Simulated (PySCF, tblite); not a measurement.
Question: What does the GFN2-xTB structure of `COC1CCCCC1` look like in three dimensions?

Answer: 
```xyz
22
C7H14O angstrom
C      3.042   -0.256    0.069
O      1.866   -0.616    0.743
C      0.666   -0.382    0.024
C      0.279    1.101   -0.021
C     -1.064    1.282   -0.722
C     -2.153    0.479   -0.019
C     -1.775   -0.998    0.025
C     -0.432   -1.185    0.722
H      3.085   -0.715   -0.927
H      3.866   -0.630    0.674
H      3.143    0.830   -0.039
H      0.788   -0.751   -1.010
H      1.048    1.674   -0.543
H      0.219    1.471    1.005
H     -0.979    0.946   -1.759
H     -1.329    2.342   -0.735
H     -3.104    0.607   -0.540
H     -2.275    0.852    1.000
H     -1.714   -1.387   -0.994
H     -2.544   -1.564    0.554
H     -0.494   -0.844    1.757
H     -0.148   -2.238    0.735
```

Orientation and origin are arbitrary. Atoms count from 1 in this order. O2 (ether oxygen) is bent (angle 115.1°). The 6-membered ring C3–C4–C5–C6–C7–C8 has internal angles of 109.9° to 111.1°; it is puckered, 0.24 Å rms from its mean plane, widest ring torsion 58°. Of the pairs four or more bonds apart, H9···H12 is among the closest relative to their van der Waals radii: 2.30 Å, 96 % of the sum of Bondi's values.

Bonds between heavy atoms (Å): C1–O2 1.402, O2–C3 1.418, C3–C4 1.533, C4–C5 1.526, C5–C6 1.525, C6–C7 1.525, C7–C8 1.525, C3–C8 1.529.

The geometry is computed with GFN2-xTB (gas phase).

Point group: C1 (no symmetry element, even within 0.4 Å). Its GFN2-xTB frequencies are all real (lowest 71 cm⁻¹). The numbers are those of one conformer (C1–O2–C3–C4 -75°, O2–C3–C4–C5 -176°, C3–C4–C5–C6 58°, C4–C5–C6–C7 -58°, C5–C6–C7–C8 57°).
